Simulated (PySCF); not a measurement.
## `s1cc(C2CC2)nn1`, C5H6N2S

Molfile (atoms numbered from 1):
```
C5H6N2S
     RDKit          3D

 14 15  0  0  0  0  0  0  0  0999 V2000
    1.9773    0.7632   -0.3547 C   0  0  0  0  0  0  0  0  0  0  0  0
    3.3232   -0.1709    0.1180 S   0  0  0  0  0  0  0  0  0  0  0  0
    2.3279   -1.3728    0.6851 N   0  0  0  0  0  0  0  0  0  0  0  0
    1.1102   -1.1177    0.5426 N   0  0  0  0  0  0  0  0  0  0  0  0
    0.8301    0.0696   -0.0363 C   0  0  0  0  0  0  0  0  0  0  0  0
   -0.5520    0.5007   -0.2614 C   0  0  0  0  0  0  0  0  0  0  0  0
   -1.6003    0.1249    0.7545 C   0  0  0  0  0  0  0  0  0  0  0  0
   -1.5960   -0.5387   -0.5797 C   0  0  0  0  0  0  0  0  0  0  0  0
    2.0821    1.7222   -0.8160 H   0  0  0  0  0  0  0  0  0  0  0  0
   -0.6354    1.4664   -0.7440 H   0  0  0  0  0  0  0  0  0  0  0  0
   -1.2725   -0.4539    1.6037 H   0  0  0  0  0  0  0  0  0  0  0  0
   -2.3688    0.8494    0.9760 H   0  0  0  0  0  0  0  0  0  0  0  0
   -2.3607   -0.2788   -1.2957 H   0  0  0  0  0  0  0  0  0  0  0  0
   -1.2658   -1.5643   -0.6293 H   0  0  0  0  0  0  0  0  0  0  0  0
  1  2  1  0
  2  3  1  0
  3  4  2  0
  4  5  1  0
  5  6  1  0
  6  7  1  0
  7  8  1  0
  5  1  2  0
  8  6  1  0
  1  9  1  0
  6 10  1  0
  7 11  1  0
  7 12  1  0
  8 13  1  0
  8 14  1  0
M  END
```

Method used: PySCF 2.14.0, GIAO CAM-B3LYP/pcSseg-1 magnetisability, rotational g tensor and spin-rotation constants, non-relativistic, gas phase. Geometry: GFN2-xTB.

Task: Give the nuclear spin-rotation constants along the inertial axes (H = +C I·J) beside the isotropic shieldings.

Result: Rotational constants 5.7003, 1.1034, 0.9963 GHz. A star marks the isotopologue with that one atom substituted, in its own axes.
```
atom  isotope  Caa (kHz)  Cbb (kHz)  Ccc (kHz)  mean (kHz)  σ (ppm)
  N3      14N      2.292      0.266      0.073       0.877   -217.2
  N4      14N      2.170      0.304      0.056       0.843   -213.9
  H9       1H     -0.584      0.136     -0.120      -0.189     23.9
 H10       1H     -0.550      0.015     -0.106      -0.214     29.6
 H11       1H     -0.473     -0.045     -0.072      -0.197     30.2
 H12       1H     -0.229     -0.103     -0.070      -0.134     30.6
 H13       1H     -0.222     -0.105     -0.070      -0.132     30.6
 H14       1H     -0.473     -0.042     -0.074      -0.196     30.2
  C1     13C*      2.032      0.544      0.156       0.910     40.7
  S2     33S*      4.207      0.463      0.403       1.692    -70.3
  C5     13C*      2.490      0.506      0.230       1.075     15.9
  C6     13C*      0.761      0.148      0.138       0.349    172.5
  C7     13C*      0.610      0.116      0.192       0.306    172.7
```
For the geometry as given, no vibrational averaging.
